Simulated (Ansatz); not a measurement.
`BSC=O` and `CCSC=O` differ in one atom or group.

Ansatz, PBE0-D4/def2-TZVP geometries, multiplicity 1. Each molecule was computed in one conformer, which needn't be the lowest.

```
                                                                                  property  `BSC=O`
                                        size of the dipole moment (ωB97M-V/def2-TZVPP) / D     2.04
                                                     HOMO–LUMO gap (B3LYP/def2-TZVPP) / eV     5.69
                                                         LUMO energy (PBE/def2-TZVPP) / eV    -3.07
                                                       HOMO energy (B3LYP/def2-TZVPP) / eV    -7.95
                                            zero-point energy (PBE0-D4/def2-TZVP) / kJ/mol    108.9
ideal-gas entropy at 298 K and 1 bar (rigid rotor, harmonic PBE0-D4/def2-TZVP) / J/(mol·K)      296
```

Problem. Give the same properties after the change, and the shifts. (Estimate.)

Solution. Computed: 
```
                                                                                  property  `CCSC=O`  shift
                                        size of the dipole moment (ωB97M-V/def2-TZVPP) / D      1.64  -0.40
                                                     HOMO–LUMO gap (B3LYP/def2-TZVPP) / eV      6.27   0.58
                                                         LUMO energy (PBE/def2-TZVPP) / eV     -1.82   1.25
                                                       HOMO energy (B3LYP/def2-TZVPP) / eV     -7.30   0.65
                                            zero-point energy (PBE0-D4/def2-TZVP) / kJ/mol     227.4  118.5
ideal-gas entropy at 298 K and 1 bar (rigid rotor, harmonic PBE0-D4/def2-TZVP) / J/(mol·K)       329     33
```

With PBE0 the HOMO rises by 0.66 eV and the LUMO rises by 1.28 eV, so the gap widens by about 0.62 eV. PBE moves the HOMO by 0.55 eV and ωB97M-V by 0.76 eV. The zero-point energy changes by 118.5 kJ/mol with +12 modes. Dipoles are sizes alone; their direction can turn.

B3LYP here is the variant with VWN-RPA as its local correlation; programs differ in this.
